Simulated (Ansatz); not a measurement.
Species: CH5BO2, charge 0, singlet. CH5BO2 (SMILES OB(O)C).
B3LYP-D3(BJ)/def2-TZVP minimum from Ansatz (a quantum-chemistry and plane-wave program):
```xyz
9

B      0.0752     0.0660     0.0008
C     -1.1664    -0.9119    -0.0800
H     -0.8908    -1.8555    -0.5603
H     -2.0145    -0.5019    -0.6320
H     -1.5241    -1.1669     0.9223
O      0.0793     1.3253    -0.5308
H     -0.7457     1.5593    -0.9621
O      1.2421    -0.2900     0.6206
H      1.2262    -1.1763     0.9896
```

Total energies in hartree (Ansatz). Radicals and triplets start from unrestricted determinants; spin-orbit coupling is neglected. Correlated methods leave the cores frozen. No relativity. Where a partner has so few electrons that a lower coupled-cluster level is exact, that level stands in.

| species | HF/cc-pVTZ | CCSD(T)/cc-pVTZ | HF/cc-pVQZ | CCSD(T)/cc-pVQZ | CCSD(T)/cc-pVDZ | CCSDT(Q)/cc-pVDZ |
|---|---|---|---|---|---|---|
| 1: CH5BO2 (methylboronic acid, SMILES CB(O)O) | -215.39815 | -216.20996 | -215.41469 | -216.27834 | -215.97590 | -215.97810 |
| 2: B (doublet) | -24.53207 | -24.59810 | -24.53297 | -24.60084 | -24.58941 | -24.58977 |
| 3: C (triplet) | -37.69157 | -37.78076 | -37.69331 | -37.78654 | -37.76038 | -37.76071 |
| 4: H (doublet) | -0.49981 | -0.49981 | -0.49995 | -0.49995 | -0.49928 | -0.49928 |
| 5: O (triplet) | -74.81176 | -74.97396 | -74.81729 | -74.99357 | -74.90995 | -74.91013 |

Task: Work out the atomisation energy (electronic, to ground-state atoms) in kJ/mol: take Hartree-Fock from cc-pVQZ, extrapolate the CCSD(T) correlation energy as X^-3 (X = 3, 4), and add CCSDT(Q) - CCSD(T) in cc-pVDZ. 1 hartree = 2625.5 kJ/mol.

Result: 
Species 1: correlation (64·(-0.86365) - 27·(-0.81181))/37 = -0.90148; step -0.00220; E1 = -215.41469 + (-0.90148) + (-0.00220) = -216.31837
Species 2: correlation (64·(-0.06787) - 27·(-0.06603))/37 = -0.06921; step -0.00036; E2 = -24.53297 + (-0.06921) + (-0.00036) = -24.60254
Species 3: correlation (64·(-0.09323) - 27·(-0.08919))/37 = -0.09618; step -0.00033; E3 = -37.69331 + (-0.09618) + (-0.00033) = -37.78982
Species 4: correlation (64·(0.00000) - 27·(0.00000))/37 = 0.00000; step +0.00000; E4 = -0.49995 + (0.00000) + (+0.00000) = -0.49995
Species 5: correlation (64·(-0.17628) - 27·(-0.16220))/37 = -0.18655; step -0.00018; E5 = -74.81729 + (-0.18655) + (-0.00018) = -75.00402
-1·E1 +1·E2 +1·E3 +5·E4 +2·E5 = 1.41822 hartree = 3723.5 kJ/mol.
